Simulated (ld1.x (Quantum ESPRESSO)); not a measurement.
## Cs (Z = 55): RRKJ pseudisation with BLYP, fully relativistic reference atom.

ld1.x (Quantum ESPRESSO) 7.5 input, shortened:

```
&input
   title='Cs', zed=55., rel=2, dft='BLYP', iswitch=3,
   config='[Xe] 5d0 6s0.75 6p0.25', rel_dist='average'
 /
 &inputp
   pseudotype=2, tm=.false., lloc=-1, rcloc=2.40,
   nlcc=.true., rcore=2.55
 /
3
5S  1  0   2.00   0.00  3.00  3.00  0.0
5P  2  1   6.00   0.00  3.15  3.15  0.0
5D  3  2   0.00   0.00  4.60  4.60  0.0
 &test
   configts(1)='5s2 5p6 5d0 6s0.75 6p0.25'
 /
```

Open shells are filled in proportion to 2j + 1 (rel_dist='average').

Occupied shells without a wave of their own: 6p, 6s. They enter only through the test configuration that unscreens the potential, and ld1.x also counts them in the model core charge.

Poles of the logarithmic derivatives, all-electron (AE) and pseudo (PS). s: poles at 0.4, 2.8 (AE) and 0.2, 1.5, 3.7 (PS) Ry. p1/2: poles at -1.1, 0.8, 3.4 (AE) and -1.1, 0.8, 3.0 (PS) Ry. p3/2: poles at -0.9, 0.9, 3.5 (AE) and -0.9, 0.9, 3.0 (PS) Ry. d3/2: poles at 0.2, 1.9, 4.6 (AE) and 0.2, 2.1 (PS) Ry. d5/2: poles at 0.2, 1.9, 4.7 (AE) and 0.2, 2.1 (PS) Ry. Test radius 5.01 bohr.

* Cutoffs needed: 10 Ry and 15 Ry (the cutoffs (Ry, on a coarse ladder) from which the occupation-weighted sum of valence levels, in a spherical-Bessel basis at the reference potential, stays within 10 and 1 mRy of its value at 400 Ry)
* Ghost test: no extra level below or beside the all-electron valence levels (s, p1/2, p3/2, d3/2, d5/2, f tested) (spherical-Bessel basis up to 400 Ry, 20 bohr box)
* Largest excitation error: -437 meV (all-electron minus pseudo) for 5s2 5p6 5d0 6s0 6p0, out of 7 test configurations

ld1.x takes every shell without a wave as core, so the model core holds the 6p, 6s electrons as well and exchange and correlation see them twice. This cancels in the reference configuration, but the file is broken for other ones, and its errors say nothing about a proper core correction.
